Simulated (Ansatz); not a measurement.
`[OH][Al]([SH])[SH]` and `OB(S)S` differ in one element.

Ansatz, PBE0-D4/def2-TZVP geometries, multiplicity 1. Each molecule was computed in one conformer, which needn't be the lowest.

```csv
property,`[OH][Al]([SH])[SH]`
HOMO–LUMO gap (B3LYP/def2-TZVPP) / eV,6.58
LUMO energy (ωB97M-V/def2-TZVPP) / eV,1.05
LUMO energy (PBE/def2-TZVPP) / eV,-1.37
HOMO energy (ωB97M-V/def2-TZVPP) / eV,-9.85
HOMO energy (PBE0/def2-TZVPP) / eV,-7.69
LUMO energy (B3LYP/def2-TZVPP) / eV,-0.83
```

What does the change do to each property? (Estimate.)

Computed: 
| property | `OB(S)S` | shift |
| --- | --- | --- |
| HOMO–LUMO gap (B3LYP/def2-TZVPP) / eV | 6.78 | 0.20 |
| LUMO energy (ωB97M-V/def2-TZVPP) / eV | 1.62 | 0.57 |
| LUMO energy (PBE/def2-TZVPP) / eV | -1.01 | 0.36 |
| HOMO energy (ωB97M-V/def2-TZVPP) / eV | -9.58 | 0.27 |
| HOMO energy (PBE0/def2-TZVPP) / eV | -7.44 | 0.25 |
| LUMO energy (B3LYP/def2-TZVPP) / eV | -0.40 | 0.43 |

With PBE0 the HOMO rises by 0.25 eV and the LUMO rises by 0.46 eV, so the gap widens by about 0.21 eV. PBE moves the HOMO by 0.23 eV and ωB97M-V by 0.27 eV.

B3LYP here is the variant with VWN-RPA as its local correlation; programs differ in this.
